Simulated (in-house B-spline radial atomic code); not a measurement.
Radial electron density of neutral xenon, [Kr] 4d10 5s2 5p6. Method: scalar-relativistic (X2C) TPSS, spin-polarised, spherical fractional occupations, Fermi nucleus of rms radius 4.7859 fm. Calculated with a B-spline radial code for spherical atoms.

One-electron X2C: radii and densities carry no picture-change correction, so inner-shell <1/r> comes out high (for 1s by about 2 % at Z = 33, 5 % at 54, 10 % at 75, 30 % at 118) and <r> low.

Columns: r (bohr), 4πr²n(r) (electrons per bohr), bar.

```
0.000867    2.483 #
 0.00107    3.448 ##
 0.00133     4.82 ##
 0.00164    6.618 ###
 0.00203    9.074 ####
 0.00251    12.31 ######
  0.0031     16.5 ########
 0.00384    21.88 ###########
 0.00475    28.48 ##############
 0.00587    36.23 ##################
 0.00726    44.92 ######################
 0.00898     53.9 ##########################
  0.0111    62.12 ##############################
  0.0137    68.25 #################################
   0.017     71.1 ###################################
   0.021    69.93 ##################################
   0.026    65.75 ################################
  0.0322    61.56 ##############################
  0.0398    61.61 ##############################
  0.0492    68.63 #################################
  0.0608    80.65 #######################################
  0.0752    90.22 ############################################
  0.0931    89.03 ###########################################
   0.115    77.22 ######################################
   0.142    66.11 ################################
   0.176    67.25 #################################
   0.218    75.93 #####################################
   0.269    73.41 ####################################
   0.333    52.86 ##########################
   0.412    31.28 ###############
    0.51    25.58 ############
    0.63    29.52 ##############
    0.78     27.5 #############
   0.964     18.2 #########
    1.19    10.06 #####
    1.48    6.507 ###
    1.82    5.327 ###
    2.26    3.911 ##
    2.79    2.263 #
    3.45   0.9531 
    4.27   0.2902 
    5.28  0.06502 
    6.53 0.009681 
    8.08 0.0008701
```

On this grid the curve has 4 maxima, near 0.017, 0.0752, 0.218, 0.63 bohr.

The 5p down radial function P(r) = rR(r), positive near the nucleus:

```csv
r (bohr),P
0.00133,0.0008449
0.00203,0.001698
0.0031,0.003452
0.00475,0.007065
0.00726,0.01426
0.0111,0.02809
0.017,0.05287
0.026,0.09137
0.0398,0.1368
0.0608,0.1562
0.0931,0.087
0.142,-0.09297
0.218,-0.2299
0.333,-0.04835
0.51,0.3115
0.78,0.2142
1.19,-0.3744
1.82,-0.7396
2.79,-0.5613
4.27,-0.2138
6.53,-0.03999
```
